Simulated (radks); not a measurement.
The numbers below are computed, except where a source is named.
Coulomb parameter of the 4f shell of the neodymium ion Nd2+ in the model configuration [Xe] 4f3 6p1, as a second difference U = [E(n + 0.5) + E(n - 0.5) - 2 E(n)] / (0.5)^2 with all orbitals relaxed. "Bare": the charge of the atom changes with n. "Screened": the 6p shell takes up the change at fixed total charge, which measures U(4f,4f) + U(6p,6p) - 2 U(4f,6p). Code: a radial shooting solver on a logarithmic mesh with Libxc functionals. Model: Dirac Kohn-Sham, PBEsol, spin-unpolarised, spherical densities, point nucleus; open shells are shared between the two j in proportion to 2j + 1.

case              configuration  E - E(n) (eV)
start              [Xe] 4f3 6p1          0.000
bare +0.5        [Xe] 4f3.5 6p1         -9.864
bare -0.5        [Xe] 4f2.5 6p1         14.010
screened +0.5  [Xe] 4f3.5 6p0.5         -4.991
screened -0.5  [Xe] 4f2.5 6p1.5          6.971

U(bare) = 16.582 eV, U(screened by 6p) = 7.922 eV.
